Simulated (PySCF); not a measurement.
**Pd: ionisation energy**

Pd [Kr] 4d10 → Pd⁺ [Kr] 4d9 [4d3/2^4 4d5/2^5, M_J = 5/2], as a difference of total energies. All numbers are calculated (PySCF 2.14, the two-component X2C-1e Hamiltonian, in x2c-SVPall-2c with one added diffuse shell each of s, p, d type (7s9p7d1f, 76 functions)). Correlated levels: [Ar] 3d10 frozen; the 6 highest virtual spinors dropped. "Screened" scales the spin-orbit matrix elements by Boettger's factors to mimic the two-electron term; Breit and QED terms are absent.

```
                    method  ionisation energy (eV)
           GHF (spin-free)                   6.410
          GMP2 (spin-free)                   8.252
 GHF (screened spin-orbit)                   6.237
GMP2 (screened spin-orbit)                   8.068
```

Task: How much does correlation contribute at GMP2 (screened spin-orbit)?

Result: 8.068 − (6.237) = 1.831 eV, measured against GHF (screened spin-orbit).

The spin-free rows lack the spin-orbit shift.

Errors of the correlated levels include the incompleteness of this basis and the frozen core.

For comparison: 8.337 eV (measured; NIST Atomic Spectra Database, ionization energies).
